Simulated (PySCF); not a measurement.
## Electron correlation in Mo²⁺ (molybdenum, charge +2)

[Kr] 4d3 5p1, one real determinant (an excited configuration). Computed with PySCF 2.14 in x2c-TZVPPall (8s6p6d2f1g, 79 functions), with the spin-free X2C one-electron Hamiltonian (Gaussian nucleus). Frozen: [Kr]; 4 electrons correlated.

```json
{"level": "CCSD", "correlation energy (mhartree)": "-32.28"}
{"level": "(T)", "correlation energy (mhartree)": "-0.99"}
{"level": "CCSD(T)", "correlation energy (mhartree)": "-33.27"}
```

Diagnostics: T1 = 0.0064, D1 = 0.0169, largest double amplitude 0.104.

Problem. Is a single reference adequate?

Solution. Mostly. T1 lies below 0.03, but a double amplitude of this size points to a near-degeneracy that CCSD handles and MP2 describes poorly.

The reference is one real determinant that mixes LS terms of this configuration.
